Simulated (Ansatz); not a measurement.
Basis-set extrapolation for `FC1OC(F)(F)C(F)(F)C1(F)F` (PBE0-D4/def2-TZVP geometry, frozen core, Ansatz 0.2.0). Multiplicity 1, RHF reference.

```tsv
	def2-TZVPP	def2-QZVPP
HF	-923.376958	-923.415810
MP2 correlation	-2.574349	-2.803789
CCSD(T) correlation	-2.675922	not run
```

Energies in hartree. Use E(X) = E(∞) + A·exp(−7.88·√X) for Hartree–Fock and E(X) = E(∞) + B·X^(−2.97) for correlation, with X = 3 and 4, and add CCSD(T) minus MP2 of the smaller set to the MP2 limit.

Task: What is the CCSD(T) energy at the basis-set limit?

Result: HF limit: -923.415810 + (-0.038852) × 0.13774 = -923.42116. MP2 limit: -2.803789 + (-0.229440) × 0.74074 = -2.97374. Higher-order term: -2.675922 − (-2.574349) = -0.10157. Total: -926.49647 hartree, 12.07 eV below CCSD(T)/def2-TZVPP.
